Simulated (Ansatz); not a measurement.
A nudged elastic band was laid between two geometries of CH₇AsO₂Si (12 atoms, charge 0, multiplicity 1).

The calculation used Ansatz 0.2.0, RKS PBE0/def2-mTZVP.

```yaml
movable_images: 7
climbing_image: yes
spring: 5.0 eV/Å²
optimiser: quadratic models (default)
start_path: through a guess of the saddle point
force_threshold: 0.03 eV/Å
iteration_limit: 27
end_points: relaxed
```

Initial state:

```xyz
12
Properties=species:S:1:pos:R:3
Si -1.763 1.009 0.702
O -0.489 -0.021 0.461
C 0.829 0.409 0.205
O 1.635 -0.682 -0.062
As 1.174 -1.604 -1.566
H -1.562 1.827 1.931
H -1.915 1.939 -0.452
H -2.965 0.156 0.843
H 0.820 1.123 -0.634
H 1.248 0.895 1.094
H 0.537 -2.804 -0.861
H 2.529 -2.303 -1.627
```

Final state:

```xyz
12
Properties=species:S:1:pos:R:3
Si -1.639 0.828 0.534
O -0.296 -0.108 0.778
C 1.006 0.271 0.416
O 1.826 -0.839 0.293
As 1.547 -2.025 -1.042
H -1.641 2.021 1.425
H -1.686 1.303 -0.878
H -2.805 -0.033 0.837
H 0.982 0.843 -0.527
H 1.444 0.888 1.208
H 0.039 -2.218 -0.859
H 1.299 -0.987 -2.152
```

Task: Which bonds break or form, and what moves?

Result: No bond is made or broken. The height of As5 over the plane of its neighbours goes from -0.87 to 0.84 Å.

Task: What energy profile does the band end with?

Result: The forces met the threshold. The highest image is number 3 of 0 to 8, 227.2 kJ/mol above the first end and 229.3 kJ/mol above the last; the last end lies 2.1 kJ/mol below the first. Neighbouring images differ by up to 2.2 eV, so the band resolves the path poorly. A vibrational analysis at the climbing image gives one clearly imaginary mode, 1204i cm⁻¹: a first-order saddle point.

```json
{"image": "0", "path coordinate (Å)": "0.00", "energy (kJ/mol)": "0.0", "height of As5 over the plane of its neighbours (Å)": "-0.87"}
{"image": "1", "path coordinate (Å)": "0.71", "energy (kJ/mol)": "0.2", "height of As5 over the plane of its neighbours (Å)": "-0.87"}
{"image": "2", "path coordinate (Å)": "1.43", "energy (kJ/mol)": "18.5", "height of As5 over the plane of its neighbours (Å)": "-0.73"}
{"image": "3", "path coordinate (Å)": "2.14", "energy (kJ/mol)": "227.2", "height of As5 over the plane of its neighbours (Å)": "-0.01"}
{"image": "4", "path coordinate (Å)": "2.56", "energy (kJ/mol)": "91.3", "height of As5 over the plane of its neighbours (Å)": "0.45"}
{"image": "5", "path coordinate (Å)": "2.97", "energy (kJ/mol)": "11.6", "height of As5 over the plane of its neighbours (Å)": "0.76"}
{"image": "6", "path coordinate (Å)": "3.39", "energy (kJ/mol)": "-0.7", "height of As5 over the plane of its neighbours (Å)": "0.83"}
{"image": "7", "path coordinate (Å)": "3.80", "energy (kJ/mol)": "-2.0", "height of As5 over the plane of its neighbours (Å)": "0.84"}
{"image": "8", "path coordinate (Å)": "4.22", "energy (kJ/mol)": "-2.1", "height of As5 over the plane of its neighbours (Å)": "0.84"}
```

Task: What is the geometry of the highest image?

Result: 
```xyz
12
Properties=species:S:1:pos:R:3
Si -1.711 0.981 0.591
O -0.410 -0.026 0.793
C 0.904 0.319 0.472
O 1.666 -0.837 0.269
As 1.284 -1.793 -1.180
H -1.620 2.158 1.500
H -1.777 1.479 -0.810
H -2.907 0.175 0.923
H 0.930 0.961 -0.419
H 1.378 0.824 1.322
H 0.123 -2.699 -1.120
H 2.215 -1.599 -2.308
```

The band took 22 iterations and about 30 core-minutes.

The run took 16 min on 2 threads of Arm Neoverse V2, with other jobs on the host, peak memory 0.45 GiB.
